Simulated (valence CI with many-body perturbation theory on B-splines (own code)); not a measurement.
# E1 transitions of Se XXII

Computed by configuration interaction combined with many-body perturbation theory (CI+MBPT): three valence electrons over a frozen Dirac-Fock core [Ne], radial functions for each j: 11 s, 11 p, 10 d, 8 f, 5 g, 2 h, with the one-electron correlation potential Σ1, the two-electron term Σ2, the three-electron term Σ3, Breit, model QED; selected CI, second order for the rest, scaled by the run's own slope (own B-spline code, finite nucleus).

No measured spectrum was set against this ion. As an estimate, levels of excited configurations hold to 0.05 to 0.15 % of their energy, terms of the ground configuration to about 0.5 %.

Lines 151 to 200 of 575 in falling wavelength, among levels below 32.547 Ry, chosen from the strongest by gf and those to the six lowest levels. Wavelengths and rates use the calculated energies, so an error of 500 cm⁻¹ moves a line at 18.05 nm by 0.09 % and its rate by three times that or more. Electric multipoles are in the length gauge, E1 and E2 with the static RPA response of the core. Weak lines are less certain than strong ones. Lines between different terms over intervals too small for the method are left out, as are lines whose strength nearly cancels. Where a level lies close to another of its J and parity, the split of strength between their lines is uncertain. The highest levels of a list are the least certain.

Names give the largest LS component (configuration and term), which can be under half, so a name can repeat, a term be missing and a line seem to break the LS rules; names also repeat where a configuration has a term twice. Letters in brackets count levels of one name in rising energy.

| λ vac (nm) | Upper | Lower | A (s⁻¹) | S (a.u.) |
| --- | --- | --- | --- | --- |
| 18.05 | 3p.3d2 2F°_5/2 [a] | 3p2.3d 4P_3/2 [a] | 4.97e+09 | 8.65e-02 |
| 18.04 | 3p.3d2 2G°_9/2 [c] | 3s.3d2 2G_7/2 | 3.12e+09 | 9.04e-02 |
| 18.04 | 3p2.3d 2D_5/2 [b] | 3s.3p.3d 2F°_7/2 [a] | 1.54e+10 | 2.69e-01 |
| 18.02 | 3d3 2G_9/2 | 3p.3d2 2F°_7/2 [c] | 4.40e+10 | 1.27e+00 |
| 17.99 | 3s.3d2 2D_5/2 | 3s.3p.3d 2P°_3/2 [c] | 8.97e+09 | 1.55e-01 |
| 17.99 | 3p2.3d 2D_3/2 [b] | 3s.3p.3d 2P°_1/2 [a] | 2.26e+10 | 2.59e-01 |
| 17.99 | 3p2.3d 4D_5/2 | 3s.3p.3d 4F°_7/2 | 1.08e+10 | 1.86e-01 |
| 17.97 | 3p2.3d 2D_5/2 [a] | 3s.3p.3d 4D°_5/2 | 6.84e+09 | 1.17e-01 |
| 17.97 | 3p2.3d 4P_3/2 [b] | 3s.3p.3d 4D°_5/2 | 7.92e+09 | 9.07e-02 |
| 17.95 | 3p2.3d 2D_5/2 [a] | 3s.3p.3d 4D°_7/2 | 9.60e+09 | 1.64e-01 |
| 17.93 | 3s.3d2 4F_5/2 | 3s.3p.3d 2F°_7/2 [a] | 9.78e+09 | 1.67e-01 |
| 17.92 | 3p.3d2 2F°_5/2 [d] | 3s.3d2 2G_7/2 | 2.39e+10 | 4.07e-01 |
| 17.90 | 3p.3d2 2P°_3/2 [a] | 3s.3d2 4F_5/2 | 9.46e+09 | 1.07e-01 |
| 17.89 | 3p3 2P°_1/2 | 3s.3p2 2D_3/2 | 2.70e+10 | 1.53e-01 |
| 17.88 | 3p.3d2 2G°_9/2 [b] | 3p2.3d 2F_7/2 [b] | 7.87e+09 | 2.22e-01 |
| 17.87 | 3p2.3d 4D_7/2 | 3s.3p.3d 4F°_9/2 | 1.10e+10 | 2.49e-01 |
| 17.86 | 3p2.3d 2P_3/2 [a] | 3s.3p.3d 4F°_3/2 | 8.25e+09 | 9.28e-02 |
| 17.85 | 3p2.3d 4P_5/2 | 3s.3p.3d 4P°_5/2 | 1.16e+10 | 1.95e-01 |
| 17.83 | 3p.3d2 2P°_3/2 [b] | 3s.3d2 2D_5/2 | 7.56e+09 | 8.47e-02 |
| 17.81 | 3p2.3d 4D_7/2 | 3s.3p.3d 4P°_5/2 | 5.59e+09 | 1.25e-01 |
| 17.81 | 3p2.3d 2D_3/2 [a] | 3s.3p.3d 2F°_5/2 [a] | 1.86e+10 | 2.07e-01 |
| 17.75 | 3p2.3d 2F_5/2 [b] | 3s.3p.3d 2F°_5/2 [b] | 1.22e+10 | 2.02e-01 |
| 17.75 | 3s.3d2 2D_5/2 | 3s.3p.3d 2P°_3/2 [b] | 8.56e+09 | 1.42e-01 |
| 17.66 | 3p3 2P°_3/2 | 3s.3p2 2D_5/2 | 1.60e+10 | 1.74e-01 |
| 17.61 | 3s.3p.3d 2F°_5/2 [c] | 3s2.3d 2D_3/2 | 4.82e+10 | 7.80e-01 |
| 17.60 | 3p2.3d 4D_1/2 | 3s.3p.3d 4F°_3/2 | 2.23e+10 | 1.20e-01 |
| 17.56 | 3p3 2D°_5/2 | 3s.3p2 4P_3/2 | 3.77e+07 | 6.04e-04 |
| 17.54 | 3p.3d2 2G°_7/2 [c] | 3s.3d2 2G_9/2 | 3.61e+09 | 7.69e-02 |
| 17.51 | 3p.3d2 2G°_7/2 [c] | 3s.3d2 2G_7/2 | 1.06e+10 | 2.26e-01 |
| 17.50 | 3s.3d2 2D_3/2 | 3s.3p.3d 2P°_1/2 [b] | 1.23e+10 | 1.30e-01 |
| 17.49 | 3d3 2P_3/2 | 3p.3d2 2P°_3/2 [b] | 1.45e+10 | 1.54e-01 |
| 17.49 | 3p.3d2 4G°_11/2 | 3p2.3d 2G_9/2 | 3.09e+09 | 9.80e-02 |
| 17.42 | 3p3 2D°_3/2 | 3s.3p2 4P_1/2 | 4.03e+09 | 4.20e-02 |
| 17.36 | 3d3 2D_5/2 [b] | 3p.3d2 2P°_3/2 [c] | 3.46e+10 | 5.36e-01 |
| 17.31 | 3d3 2D_3/2 [b] | 3p.3d2 2P°_3/2 [c] | 1.25e+10 | 1.28e-01 |
| 17.30 | 3p2.3d 4D_3/2 | 3s.3p.3d 4F°_5/2 | 1.21e+10 | 1.24e-01 |
| 17.28 | 3p.3d2 2G°_7/2 [a] | 3p2.3d 2D_5/2 [a] | 3.52e+09 | 7.18e-02 |
| 17.28 | 3p3 4S°_3/2 | 3s.3p2 4P_3/2 | 1.93e+10 | 1.97e-01 |
| 17.26 | 3p2.3d 4D_5/2 | 3s.3p.3d 4F°_5/2 | 1.21e+10 | 1.84e-01 |
| 17.20 | 3p2.3d 2G_9/2 | 3s.3p.3d 4F°_9/2 | 8.62e+09 | 2.16e-01 |
| 17.18 | 3p.3d2 2P°_3/2 [a] | 3p2.3d 2S_1/2 | 7.18e+09 | 7.20e-02 |
| 17.15 | 3p2.3d 2D_5/2 [c] | 3s.3p.3d 2P°_3/2 [a] | 3.13e+10 | 4.68e-01 |
| 17.15 | 3p2.3d 2P_3/2 [b] | 3s.3p.3d 2F°_5/2 [b] | 7.69e+09 | 7.65e-02 |
| 17.11 | 3p.3d2 2F°_7/2 [c] | 3p2.3d 2D_5/2 [c] | 2.31e+10 | 4.56e-01 |
| 17.05 | 3p2.3d 2F_5/2 [b] | 3s.3p.3d 2D°_3/2 | 1.59e+10 | 2.33e-01 |
| 17.05 | 3p3 2P°_3/2 | 3s.3p2 2D_3/2 | 3.57e+08 | 3.49e-03 |
| 16.98 | 3d3 2D_3/2 [b] | 3p.3d2 2P°_1/2 [c] | 3.34e+10 | 3.22e-01 |
| 16.97 | 3s.3p.3d 2P°_3/2 [b] | 3s2.3d 2D_5/2 | 2.69e+10 | 2.60e-01 |
| 16.91 | 3s.3p.3d 2P°_1/2 [b] | 3s2.3d 2D_3/2 | 4.54e+10 | 2.17e-01 |
| 16.89 | 3s.3p2 2S_1/2 | 3s2.3p 2P°_3/2 | 4.34e+10 | 2.07e-01 |
